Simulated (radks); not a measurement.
Values are calculated unless marked as measured or tabulated.
The nuclear charge of the holmium ion Ho2+ is varied continuously with 65 electrons held in [Xe] 4f11. Level of theory: Dirac Kohn-Sham, PBE, spin-unpolarised, spherical densities, finite nucleus; open shells fill j = l - 1/2 first; Fermi nuclear charge, rms radius 5.2022 fm (a radial shooting solver on a logarithmic mesh with Libxc functionals). By the Hellmann-Feynman theorem dE/dZ = E(electron-nucleus)/Z, the electronic potential at the nucleus (averaged over a nucleus of fixed radius).

| Z | E (hartree) | E(electron-nucleus)/Z (hartree) | HOMO | e(HOMO) (eV) | <r> HOMO (bohr) |
|---|---|---|---|---|---|
| 66 | -12166.8926 | -454.526 | 4f7/2 | -3.281 | 1.024 |
| 66.5 | -12395.4647 | -459.755 | 4f7/2 | -9.209 | 0.9131 |
| 67 | -12626.6444 | -464.963 | 4f7/2 | -16.741 | 0.8531 |
| 67.5 | -12860.4275 | -470.170 | 4f7/2 | -25.331 | 0.8091 |
| 68 | -13096.8155 | -475.384 | 4f7/2 | -34.787 | 0.7735 |

The central difference of E at Z = 67 is -464.963 hartree, to compare with the third column; the second derivative is -10.4 hartree.
